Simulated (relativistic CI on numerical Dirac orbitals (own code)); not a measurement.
Spin-allowed bands of a d2 ion in an octahedral site, by hand

Problem. Take Δ = 24500 cm⁻¹ and B = 550 cm⁻¹ for a d2 ion in an octahedral site. Calculate the three spin-allowed bands.

Working.
1. The terms of highest spin are 3F (energy 0) and 3P (15B = 8250 cm⁻¹). Here the F term splits into A2 at +1.2Δ = 29400, T2 at +0.2Δ = 4900 and T1 at −0.6Δ = -14700 cm⁻¹.
2. The two T1 states mix through the element 0.4Δ: H = [[-14700, 9800], [9800, 8250]], with roots ½(H₁₁ + H₂₂) ∓ ½√[(H₂₂ − H₁₁)² + 4H₁₂²] = ½(-6450) ∓ ½(30180) = -18315 and 11865 cm⁻¹.
3. The ground term is 3T1 at -18315 cm⁻¹.
4. Bands: 3T2 23215 cm⁻¹ (431 nm), 3T1(P) 30180 cm⁻¹ (331 nm), 3A2 47715 cm⁻¹ (210 nm).

Check. Exact diagonalisation of the whole d2 shell with these parameters gives 3T2 23215, 3T1 30180, 3A2 47715 cm⁻¹. The match is exact, since without spin-orbit coupling no other term has this spin. The ratio of the second band to the first, 1.300, depends on Δ/B = 44.5 alone, which is how a Tanabe-Sugano diagram is read.
